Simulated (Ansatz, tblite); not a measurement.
Forces on Ag3Cl4⁻ at its PBE-D4/def2-SVPD geometry. Charge -1, multiplicity 1.

In the def2 sets Ag takes a core potential; there is no spin–orbit coupling. The xTB rows come from tblite. No other spin state of charge -1 was run. Another isomer (singlet) lies 0.15 eV lower at PBE0-D4/def2-TZVPD; other spin states weren't run for this one.

GFN1-xTB (tblite), largest force 0.33 eV/Å:

```xyz
7
positions Å, forces eV/Å
Ag    0.963   -1.309   -0.176    0.177   -0.273   -0.039
Ag    0.479    1.524   -0.348    0.071    0.307   -0.091
Ag   -1.650   -0.244    0.628   -0.038   -0.006    0.012
Cl   -1.094   -2.593    0.746   -0.069   -0.124    0.046
Cl    2.319    0.472    1.156    0.012    0.002    0.091
Cl   -1.916    2.150    0.424   -0.107    0.098    0.032
Cl    0.898   -0.001   -2.431   -0.047   -0.006   -0.051
```

GFN2-xTB (tblite), largest force 0.49 eV/Å:

```
Ag 0.002 -0.080 0.011
Ag -0.026 0.076 -0.002
Ag 0.080 0.012 -0.035
Cl 0.023 0.488 -0.074
Cl -0.230 -0.051 -0.194
Cl 0.188 -0.457 -0.007
Cl -0.038 0.012 0.300
```

PBE-D4/def2-TZVPD (Ansatz), largest force 0.24 eV/Å:

```
Ag -0.055 0.090 0.004
Ag -0.023 -0.102 0.017
Ag 0.062 0.010 -0.018
Cl 0.010 0.236 -0.037
Cl -0.087 -0.019 -0.086
Cl 0.091 -0.221 -0.004
Cl 0.001 0.007 0.124
```
